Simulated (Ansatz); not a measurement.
Two members of one family (AlP nanocrystals, H-capped), computed with Ansatz in the gas phase. The two geometries come from different levels. Binding counts from free atoms in the multiplicity of their measured ground term, without zero-point energy. The structures are stationary points that may keep the symmetry of their start.

First: Al4P4H14, cut from wurtzite (singlet, charge 0, r2SCAN-D4/def2-SVP geometry).

Cartesian coordinates in Å:
```
Al 0.015 -0.280 2.703
P 2.043 -0.255 1.248
Al -1.889 -1.887 -0.508
P -1.639 -0.011 0.977
P 0.308 -1.700 -1.678
Al 1.904 0.011 -1.136
Al -1.663 2.148 -0.086
P 0.521 1.970 -1.283
H 0.013 -1.750 3.317
H 0.177 1.030 3.593
H 2.840 -1.411 1.459
H 2.976 0.722 1.690
H -1.788 -3.280 0.258
H -2.954 -1.607 -1.660
H -2.863 -0.018 1.707
H 1.023 -2.926 -1.618
H 0.133 -1.633 -3.086
H 3.267 0.020 -1.949
H -1.425 3.333 0.952
H -2.731 2.230 -1.264
H 1.369 3.065 -0.966
H 0.363 2.228 -2.671
```

| level | HOMO (eV) | LUMO (eV) | gap (eV) | binding per atom (eV) |
| --- | --- | --- | --- | --- |
| PBE-D4/def2-SVP | -6.31 | -1.88 | 4.43 | 2.79 |
| PBE-D4/def2-TZVP | -6.36 | -2.17 | 4.18 | 2.78 |
| r2SCAN-D4/def2-TZVP | -6.63 | -2.03 | 4.60 | 2.81 |
| PBE0-D4/def2-SVP | -7.44 | -1.11 | 6.33 | 2.78 |
| PBE0-D4/def2-TZVP | -7.45 | -1.38 | 6.08 | 2.78 |

Second: Al6P6H18, cut from wurtzite (singlet, charge 0, PBE-D4/def2-SVP geometry).

```xyz
30

P    -2.075   -1.871   -0.368
Al   -0.263   -2.375    1.178
Al    1.266   -1.702   -2.386
P     1.703   -1.797    0.006
P    -0.649   -0.511    2.695
Al    2.948   -0.099    1.225
Al   -2.094    0.207   -1.636
P     0.116    0.442   -2.433
P    -2.223    1.712    0.275
Al   -0.436    1.789    1.926
Al    1.093    2.520   -1.628
P     1.555    1.814    0.654
H    -2.171   -2.950   -1.297
H    -3.332   -2.033    0.300
H    -0.463   -3.786    1.897
H     0.146   -2.826   -2.690
H     2.634   -1.634   -3.214
H     2.452   -3.005    0.193
H    -1.913   -0.680    3.347
H     0.211   -0.679    3.822
H     2.699   -0.391    2.795
H     4.422    0.069    0.624
H    -3.375    0.324   -2.580
H    -0.160    0.679   -3.820
H    -3.479    1.531    0.938
H    -2.417    3.035   -0.224
H    -0.736    2.841    3.088
H     2.450    2.852   -2.409
H    -0.118    3.587   -1.540
H     2.209    2.937    1.261
```

Estimate the same table for the second.


```csv
level,HOMO (eV),LUMO (eV),gap (eV),binding per atom (eV)
PBE-D4/def2-SVP,-6.27,-2.31,3.97,2.89
PBE-D4/def2-TZVP,-6.32,-2.57,3.75,2.87
r2SCAN-D4/def2-TZVP,-6.59,-2.45,4.14,2.89
PBE0-D4/def2-SVP,-7.39,-1.56,5.83,2.88
PBE0-D4/def2-TZVP,-7.40,-1.81,5.59,2.87
```
